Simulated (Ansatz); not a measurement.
Reaction (redistribution): `[Br][Sn][Br]` + `[CH3][AlH][SH]` → `[CH3][Sn][Br]` + `[SH][AlH][Br]`

Computed with Ansatz on PBE0-D4/def2-TZVP structures; ΔE is electronic, products minus reactants. CBS: MP2 limit from def2 TZ/QZ plus the TZ coupled-cluster correction, frozen cores. This one scheme is used for every species. Functionals use def2-TZVPP. B3LYP here is the variant with VWN-RPA as its local correlation; programs differ in this. HSE06 is defined as in plane-wave codes. def2 core potentials past Kr. For Br, Sn outer-core shells are correlated without core-valence functions, which leaves a few kJ/mol of doubt a bond. Scalar relativity is left out up to krypton. One conformer a species, not always the lowest.

`[Br][Sn][Br]`:

```xyz
3

Br    0.973    1.726   -0.231
Sn    0.079   -0.515   -0.954
Br   -1.052   -1.210    1.186
```

`[CH3][AlH][SH]`:

```xyz
8

C     0.973    0.737   -0.617
Al   -0.590   -0.259   -0.033
S    -0.557   -1.161    1.961
H     1.397    0.295   -1.525
H     1.758    0.766    0.142
H     0.706    1.769   -0.867
H    -1.897   -0.466   -0.905
H    -1.790   -1.681    1.844
```

`[CH3][Sn][Br]`:

Z-matrix (Å, degrees):
```
C
Sn 1 2.178
H 1 1.094 2 109.2
H 1 1.093 2 109.3 3 117.3
H 1 1.092 2 111.9 3 -121.2
Br 2 2.537 1 94.1 3 -59.6
```

`[SH][AlH][Br]`:

Cartesian coordinates in Å:
```
S 1.466 -0.454 0.756
Al -0.488 0.338 0.241
Br -1.299 -0.037 -1.827
H 1.642 -1.005 -0.458
H -1.320 1.158 1.289
```

```
             level  ΔE (kJ/mol)  difference from CCSD(T)/CBS
       LDA (SPW92)         20.8                         12.0
            PBE-D4         22.5                         13.7
         revPBE-D4         21.0                         12.2
           BLYP-D4         26.3                         17.5
            B97M-V         21.9                         13.1
          B3LYP-D4         21.4                         12.6
        r2SCANh-D4         15.8                          7.0
        r2SCAN0-D4         13.5                          4.7
          HSE06-D4         16.7                          7.9
      CAM-B3LYP-D4         16.1                          7.3
           ωB97X-V         10.8                          2.0
           ωB97M-V         11.2                          2.4
            B2PLYP         15.1                          6.3
          PBE-QIDH          8.0                         -0.8
               PBE         23.1                         14.3
            revPBE         23.4                         14.6
              BLYP         28.0                         19.2
            r2SCAN         17.5                          8.7
              PBE0         16.9                          8.1
             B3LYP         22.5                         13.7
           r2SCANh         15.9                          7.1
           r2SCAN0         13.6                          4.8
             HSE06         17.2                          8.4
             BHLYP         15.9                          7.1
         CAM-B3LYP         16.7                          7.9
RPA@PBE/def2-TZVPP          2.7                         -6.1
       HF/def2-SVP          7.7                         -1.1
     CCSD/def2-SVP          6.3                         -2.5
  CCSD(T)/def2-SVP          7.4                         -1.4
     HF/def2-TZVPP          7.1                         -1.7
    MP2/def2-TZVPP          3.1                         -5.7
SCS-MP2/def2-TZVPP          3.7                         -5.1
   CCSD/def2-TZVPP          1.7                         -7.1
CCSD(T)/def2-TZVPP          2.4                         -6.4
     HF/def2-QZVPP          8.3                         -0.5
    MP2/def2-QZVPP          7.1                         -1.7
SCS-MP2/def2-QZVPP          7.1                         -1.7
      HF/CBS(def2)          8.4                         -0.4
     MP2/CBS(def2)          9.4                          0.6
    CCSD/CBS(def2)          8.1                         -0.7
       CCSD(T)/CBS          8.8                            0
```

Largest T1 diagnostic among the species: 0.012.

From PBE to PBE0 (25 % exact exchange), in def2-TZVPP and without D4, ΔE moves by −6.2 kJ/mol. In def2-TZVPP, CCSD(T) changes the Hartree–Fock value by −4.7 kJ/mol (the triples alone add +0.7 kJ/mol) and MP2 by −4.1 kJ/mol. Leaving LDA and LC-ωPBE aside and taking each functional with its dispersion term where it has one, the values spread over 18.3 kJ/mol, from PBE-QIDH to BLYP-D4.
